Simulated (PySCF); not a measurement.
# Correlation energy of Cr (chromium, neutral)

[Ar] 3d5 4s1, high-spin 7S determinant. Calculation: PySCF 2.14, in x2c-TZVPPall with one added diffuse shell each of s, p, d, f type (7s6p5d3f1g, 80 functions); scalar relativity by spin-free X2C-1e. Frozen: [Ar]; 6 electrons correlated.

| level | correlation energy (mhartree) |
| --- | --- |
| CCSD | -99.49 |
| (T) | -3.05 |
| CCSD(T) | -102.54 |

Diagnostics: T1 = 0.020, D1 = 0.0382, largest double amplitude 0.024.

Cost of the coupled-cluster step: about 8 core-seconds, for 6 correlated electrons.
